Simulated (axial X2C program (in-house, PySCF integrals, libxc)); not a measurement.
# Basis sets for FeN

Calculated with an in-house all-electron X2C program for linear molecules (integrals from PySCF), spin-free (one-electron X2C) or two-component (2c: spin–orbit coupling with atomic mean-field Coulomb and Gaunt terms, which also bring small scalar terms), in Dyall basis sets with cores contracted in-house; open shells are unrestricted.

| Hamiltonian | level | Dyall basis | state | Re (Å) | ωe (cm⁻¹) | De (eV) |
| --- | --- | --- | --- | --- | --- | --- |
| spin-free | PBE0 | Fe v2z, N v2z | M_S = 5/2, Λ = 0 | 1.598 | 851.0 | 2.29 |
| 2c | PBE0 | Fe v2z, N v2z | Ω = 5/2 | 1.598 | 849.8 | n/a |

In the other basis sets:

```
Hamiltonian  level      Dyall basis             state  Re (Å)  ωe (cm⁻¹)  De (eV)
  spin-free   PBE0  Fe cv3z, N av3z  M_S = 5/2, Λ = 0   1.597      840.9     2.35
         2c   PBE0  Fe cv3z, N av3z           Ω = 5/2   1.597      839.8      n/a
```

Question: How far does the basis move Re and ωe?

Answer: PBE0 spin-free, Fe v2z, N v2z to Fe cv3z, N av3z: ΔRe -0.001 Å, Δωe -10.1 cm⁻¹; PBE0 2c, Fe v2z, N v2z to Fe cv3z, N av3z: ΔRe -0.001 Å, Δωe -10.0 cm⁻¹.

Each entry is the lowest single determinant of a limited PBE0 search at one distance. De goes to single-determinant-based atoms at the same level (for ions the charge split of lowest energy) and is withheld (n/a) where an atom does not fit its ground term or J level. Main or longest-lived isotopes. One determinant is a doubtful description, or other states lie close, for FeN; these need not be ground states, and all values refer to the states named. With several unpaired electrons the Ω given is that of one determinant, not necessarily of the lowest component. The functionals have no current term, which raises determinants with orbital currents.
